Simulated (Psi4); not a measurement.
Li (SMILES [Li-]), charge -1, singlet (a gas-phase anion, which may not be bound at this level). Base run: HF/def2-SVP (Psi4).

The Psi4 input:
```
memory 2 GB

molecule mol {
-1 1
Li    0.000000    0.000000    0.000000
}

set {
  basis def2-svp
  reference rhf
}

energy('scf')
print_variables()
```

Each row names what was changed in the base input (with any setting that the change needs).

```
change                                        ΔE vs base (µEh)  SCF cycles  basis functions        outcome
--------------------------------------------  ----------------  ----------  ---------------  -------------
base                                                       0.0           7                9      converged
soscf = true                                               0.0           7                9      converged
scf_type = dfdirj+cosx                                    -130           8                9      converged
scf_type = pk                                              123           7                9      converged
d_convergence = 1e-8                                       0.0           7                9      converged
diis_max_vecs = 15                                         0.0           7                9      converged
scf_type = cd                                              120           7                9      converged
df_basis_scf = def2-universal-jkfit                        0.0           7                9      converged
e_convergence = 1e-10                                      0.0           7                9      converged
basis_guess = sto-3g                                       0.0           5                9      converged
df_basis_scf = cc-pvtz-jkfit                                 -           -                9  input refused
cholesky_tolerance = 1e-6 (with scf_type cd)               123           7                9      converged
scf_type = dfdirj+link                                    -130           7                9      converged
```

A gas-phase anion may not be bound at this level; its values then depend on the basis.

- df_basis_scf = cc-pvtz-jkfit: ended with `psi4.driver.qcdb.exceptions.BasisSetNotFound: BasisSet::construct: Unable to find a basis set for atom 1 for key JKFIT among:`
